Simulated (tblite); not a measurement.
C₆H₆S₂.
Z-matrix (Å and degrees, GFN2-xTB geometry), rows numbered from 1:
```
C 
C   1  1.4917
S   2  1.6426  1  120.80
C   2  1.4244  1  118.61  3  -179.95
C   4  1.3796  2  128.05  1   179.83
C   5  1.3999  4  113.34  2  -179.91
C   6  1.3646  5  112.60  4     0.02
S   7  1.7094  6  112.57  5    -0.06
H   1  1.0866  2  110.21  3    -0.07
H   1  1.0905  2  110.19  3  -120.78
H   1  1.0905  2  110.17  3   120.64
H   5  1.0747  4  122.14  2     0.09
H   6  1.0753  5  123.93  4   179.92
H   7  1.0725  6  128.11  5  -179.99
```

Method: GFN2-xTB as coded in tblite; computed harmonic values from a numerical Hessian at the method's own geometry, unscaled. Errors from tens to a few hundred cm⁻¹ against measured bands are possible. One conformer, not necessarily the lowest.

Harmonic wavenumbers (cm⁻¹): 57.8, 105.5, 151.0, 163.5, 285.4, 368.5, 382.0, 495.2, 499.3, 558.1, 668.2, 727.1, 743.7, 824.4, 853.3, 859.0, 876.9, 986.8, 1012.5, 1078.2, 1090.7, 1171.2, 1211.9, 1273.7, 1366.6, 1384.3, 1412.4, 1455.6, 1456.9, 1514.7, 2991.1, 3003.9, 3055.7, 3131.4, 3146.2, 3159.7.

A = 2981, B = 1075, C = 793.8 MHz; mass 141.991 u (most abundant isotopes); point group Cs, symmetry number 1.

Problem. Zero-point energy?

Solution. ½Σν̃ = 21761 cm⁻¹ = 260.32 kJ/mol.

Problem. Give the ideal-gas entropy at 273.15 K and 1 bar in the rigid-rotor, harmonic-oscillator model (classical rotation).

Solution. Translation 168.84, rotation 121.19, vibration 78.09: S = 368.1 J/(mol K).

Problem. And Cp and H(273.15 K) − H(0)?

Solution. Cp = 122.04 J/(mol K), of which vibrations give 88.78 (their classical limit is 36 R = 299.3); H(273.15 K) − H(0) = 20.79 kJ/mol without the zero-point energy, 11.71 from vibrations.

Problem. How do the functions run with temperature in this model?

Solution. 
| T (K) | S (J/(mol K)) | Cp (J/(mol K)) | H − H(0) (kJ/mol) | G − H(0) (kJ/mol) | ln q(vib) |
| --- | --- | --- | --- | --- | --- |
| 50 | 241.3 | 47.9 | 1.93 | -10.13 | 0.28 |
| 100 | 279.8 | 64.6 | 4.76 | -23.22 | 1.07 |
| 298.15 | 379.2 | 130.7 | 23.95 | -89.10 | 4.71 |
| 373.15 | 411.2 | 155.1 | 34.68 | -118.75 | 6.15 |
| 500 | 461.6 | 189.4 | 56.63 | -174.16 | 8.59 |
| 750 | 547.6 | 234.0 | 110.06 | -300.66 | 13.29 |
| 1000 | 619.0 | 261.4 | 172.24 | -446.75 | 17.66 |

q(vib) and H(0) count from the zero-point level.

Problem. What must be added to the electronic energy to get the Gibbs energy at 273.15 K and 1 bar?

Solution. ZPE + [H(273.15 K) − H(0)] − T·S = 260.32 + 20.79 − 100.55 = 180.56 kJ/mol.

Hindered rotation and anharmonicity are outside this model. Other conformers, if any are populated, would add a mixing term that is left out.
